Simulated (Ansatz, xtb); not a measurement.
# Isomers of C6H3NOSe in order of energy

4 gas-phase structures of C6H3NOSe, from a drawn sample of its isomers (lower ones may exist). Each was relaxed with GFN2-xTB; where two conformers were screened, the lower at r2SCAN-D4/def2-SVP is listed:

A. `C#Cc1cn[se]c1C=O`, a singlet
B. `O=CC#Cc1ncc[se]1`, a singlet
C. `N#CC1=C[Se]C=CC1=O`, a singlet
D. `O=CC#Cc1c[se]cn1`, a singlet

Q: Which do you expect lowest at r2SCAN-D4/def2-SVP, and how would the others follow?

A: Calculated order at r2SCAN-D4/def2-SVP: C (0.0), B (125.5), D (127.4), A (137.7) kJ/mol. Less than 1 kcal/mol parts B and D, so the order within that pair means little.

Energies above the lowest of each column, in kJ/mol; the last columns are at B3LYP-D3(BJ)/def2-SVP geometries and were run for some of them only (a dash: not run or not comparable):

```tsv
structure	GFN2-xTB	HF/STO-3G	r2SCAN-D4/def2-SVP	B3LYP-D3(BJ)/def2-SVP	CCSD(T)/def2-SVP + ΔMP2/def2-TZVPP
C	0.0	0.0	0.0	0.0	0.0
B	36.6	174.1	125.5	131.7	136.4
D	36.6	162.5	127.4	132.1	132.6
A	28.6	180.2	137.7	–	–
```

Every level run on C puts it lowest or level with the lowest. CCSD(T)/def2-SVP + ΔMP2/def2-TZVPP orders those it was run on as C (0.0), D (132.6), B (136.4) kJ/mol. Less than 1 kcal/mol parts D and B, so the order within that pair means little. Flexible structures stand in one conformer each, not always the lowest. Frequencies (GFN2-xTB) were run for B, C, D alone. ΔMP2 is the change of the MP2 energy from the smaller to the larger basis.

Over these structures GFN2-xTB departs from r2SCAN-D4/def2-SVP by 36.1 kJ/mol on average once a common shift is removed. A GFN2-xTB relaxation took about 0.11 s and the r2SCAN-D4/def2-SVP energy about 2.5 s on a shared host (Ansatz 0.2.0, xtb 6.7.1).
